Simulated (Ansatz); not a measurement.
One geometry of the cluster Li5Al5⁺, several levels of theory.

```yaml
crystal:
  periodic: [false, false, false]
  atoms:
    - {symbol: Li, position_ang: [-2.316847, 0.517707, -2.690852]}
    - {symbol: Li, position_ang: [0.160950, -3.238833, 2.610626]}
    - {symbol: Li, position_ang: [-1.261584, 3.290779, 0.694947]}
    - {symbol: Li, position_ang: [1.655063, -2.649327, -0.960678]}
    - {symbol: Li, position_ang: [2.602311, -0.236501, 1.959117]}
    - {symbol: Al, position_ang: [0.111495, -0.519158, -1.604663]}
    - {symbol: Al, position_ang: [-0.549725, 2.229190, -1.649818]}
    - {symbol: Al, position_ang: [0.812532, 1.331494, 0.666598]}
    - {symbol: Al, position_ang: [0.331593, -1.230087, 0.904973]}
    - {symbol: Al, position_ang: [-1.545789, 0.504738, 0.069760]}
basis:
  gaussian: {orbitals: def2-TZVP, initial_orbitals: start.molden}
total_charge: 1
magnetization: {spin_polarized: true, initial_magnetization: 1}
hamiltonian: {xc: {name: PBE-QIDH}}
scf: {omitted_lower_state_checks: [starts]}
```

The file start.molden holds the orbitals of an earlier run on this structure, at another level or in another basis.

```sh
$ ansatz run in.yaml --threads 4 --pin off --events-out ev --progress --plain --max-ram 4787MiB
```

It prints (some lines left out):

```
Functional definition: PBE-QIDH
1905 factors; integrals over basis functions are off by at most 7.5e-4 eV
mean field evaluation 1: about -33968.8748 eV, gradient 1.7e1 eV
mean field evaluation 2: about -33969.2498 eV, gradient 5.6e-1 eV
mean field evaluation 4: about -33969.5772 eV, gradient 9.2e-2 eV
mean field evaluation 8: about -33969.5778 eV, gradient 1.6e-4 eV
mean field -33969.57783788 eV, -1248.3589601353 hartree, gradient 8.5e-6 eV, S^2 0.900921; 0 other end points of the search recorded, 0 dependent functions left out
25 core orbitals not correlated: weight in the atoms' cores, before any rotation towards them, 1.000 or more for the frozen orbitals, at most 0.000 for the correlated occupied ones
reference -33969.57786395 eV, -1248.3589610933 hartree; 15, 14 occupied and 215, 216 virtual orbitals, 1905 factors
second order -19.51395301 eV of doubles, -0.00000000 eV of singles
Total energy: -33976.08251496 eV, -1248.5980026087 hartree
Checks for a lower state left out: starts
```

Run time 31 s (4 threads of Arm Neoverse V2 on a shared host), peak host memory 1.2 GiB.

First input, but with `gaussian: {orbitals: STO-3G}`, `hamiltonian: {xc: hf}`, `output: {orbitals: {seedname: orbitals}}` (abridged; 1.4 s):

```
Functional definition: HF
mean field evaluation 16: about -33518.0156 eV, gradient 1.9e-1 eV
mean field evaluation 32: about -33518.0405 eV, gradient 1.4e-2 eV
mean field -33518.04430553 eV, -1231.7654088819 hartree, gradient 6.6e-6 eV, S^2 1.288805
Total energy: -33518.04430553 eV, -1231.7654088819 hartree
Checks for a lower state left out: starts
```

As the first input, with `hamiltonian: {xc: pbe0, dispersion: d4}`, `output: {orbitals: {seedname: orbitals}}` (abridged; 23 s):

```
Functional definition: PBE0
mean field -33988.04935293 eV, -1249.0377757930 hartree, gradient 1.4e-5 eV, S^2 0.796564
Total energy: -33988.40675270 eV, -1249.0509099923 hartree
Checks for a lower state left out: starts
```

The first input with `hamiltonian: {xc: lda}`, `output: {orbitals: {seedname: orbitals}}` (abridged; 4.1 s):

```
Functional definition: SPW92
mean field -33845.98786452 eV, -1243.8171123864 hartree, gradient 1.1e-5 eV, S^2 0.755547
Total energy: -33845.98794178 eV, -1243.8171152260 hartree
Checks for a lower state left out: starts
```

As the first input, with `gaussian: {orbitals: def2-SVP, initial_orbitals: start.molden}`, `correlation: {method: ccsd_t}`, `scf: {omitted_lower_state_checks: [starts, cluster_reference]}`, `output: {orbitals: {seedname: orbitals}}` and without the key `hamiltonian` (abridged; 42 s):

```
Functional definition: HF
mean field evaluation 16: about -33912.4047 eV, gradient 1.2e-3 eV
mean field -33912.40473117 eV, -1246.2578872169 hartree, gradient 1.7e-6 eV, S^2 1.233615
25 core orbitals not correlated: weight in the atoms' cores, before any rotation towards them, 1.000 or more for the frozen orbitals, at most 0.000 for the correlated occupied ones
second order -10.56457959 eV of doubles, -0.00000000 eV of singles
cycle   1  -10.48356830 eV  change    8.1e-2 eV  update   1.9e-1
cycle   2  -11.04927497 eV  change   -5.7e-1 eV  update   7.3e-2
cycle   3  -11.23474951 eV  change   -1.9e-1 eV  update   5.1e-2
cycle   4  -11.26428228 eV  change   -3.0e-2 eV  update   3.0e-2
cycle   5  -11.28955428 eV  change   -2.5e-2 eV  update   2.2e-2
cycle   6  -11.30505820 eV  change   -1.6e-2 eV  update   1.3e-2
cycle   7  -11.30992718 eV  change   -4.9e-3 eV  update   7.5e-3
cycle   8  -11.31449313 eV  change   -4.6e-3 eV  update   4.0e-3
cycle   9  -11.31743153 eV  change   -2.9e-3 eV  update   2.4e-3
cycle  10  -11.31693788 eV  change    4.9e-4 eV  update   1.4e-3
cycle  11  -11.31679076 eV  change    1.5e-4 eV  update   8.8e-4
cycle  12  -11.31708704 eV  change   -3.0e-4 eV  update   5.6e-4
cycle  13  -11.31711849 eV  change   -3.1e-5 eV  update   3.9e-4
cycle  14  -11.31731741 eV  change   -2.0e-4 eV  update   2.7e-4
cycle  15  -11.31727872 eV  change    3.9e-5 eV  update   1.8e-4
cycle  16  -11.31722396 eV  change    5.5e-5 eV  update   1.3e-4
cycle  17  -11.31724629 eV  change   -2.2e-5 eV  update   7.9e-5
cycle  18  -11.31726786 eV  change   -2.2e-5 eV  update   5.0e-5
cycle  19  -11.31729669 eV  change   -2.9e-5 eV  update   3.3e-5
cycle  20  -11.31732454 eV  change   -2.8e-5 eV  update   2.2e-5
perturbative correction -1.08001276 eV, -0.0396897370 hartree
Total energy: -33924.80206847 eV, -1246.7134809595 hartree
Checks for a lower state left out: starts, cluster_reference
```

As the first input, with `gaussian: {orbitals: def2-SVP, initial_orbitals: start.molden}`, `hamiltonian: {xc: pbe, dispersion: d4}`, `output: {orbitals: {seedname: orbitals}}` (abridged; 6 s):

```
Functional definition: PBE
mean field -33972.41669077 eV, -1248.4632860546 hartree, gradient 1.5e-5 eV, S^2 0.768755
Total energy: -33972.82570511 eV, -1248.4783170545 hartree
Checks for a lower state left out: starts
```

As the first input, with `hamiltonian: {xc: pbe, dispersion: d4}`, `output: {forces: true, orbitals: {seedname: orbitals}}` (abridged; 10 s):

```
Functional definition: PBE
mean field -33984.81171708 eV, -1248.9187948701 hartree, gradient 2.1e-5 eV, S^2 0.771711
Total energy: -33985.22072072 eV, -1248.9338254765 hartree
Atom 0 force     0.077397     0.005478     0.051103 eV/Å
Atom 1 force     0.042067     0.016474    -0.027666 eV/Å
Atom 2 force     0.048132    -0.069481    -0.038500 eV/Å
Atom 3 force    -0.019024     0.033389     0.048192 eV/Å
Atom 4 force    -0.044788    -0.032487    -0.028209 eV/Å
Atom 5 force    -0.024057    -0.067929    -0.118043 eV/Å
Atom 6 force    -0.102523     0.036914     0.003509 eV/Å
Atom 7 force     0.033940     0.101533     0.080118 eV/Å
Atom 8 force     0.057347    -0.155890     0.110015 eV/Å
Atom 9 force    -0.068490     0.131999    -0.080520 eV/Å
Dipole moment:     0.326561    -1.490189     1.106844 e Å
Checks for a lower state left out: starts
```

Geometry: PBE0-D4/def2-SVP.

Correlated methods freeze 25 core orbitals; core or outer-core shells of Li are correlated, in sets that lack core-valence functions. At PBE-QIDH/def2-TZVP, HF/STO-3G, CCSD(T)/def2-SVP the charge 1 doublet is spin-contaminated (final ⟨S²⟩ up to 1.29, 0.75 for a pure state). At CCSD(T)/def2-SVP T1 of the charge 1 doublet is large (up to 0.049), so the single-reference result is doubtful. Another isomer (doublet) lies 1.46 eV lower at PBE0-D4/def2-TZVP; other spin states weren't run for this one.
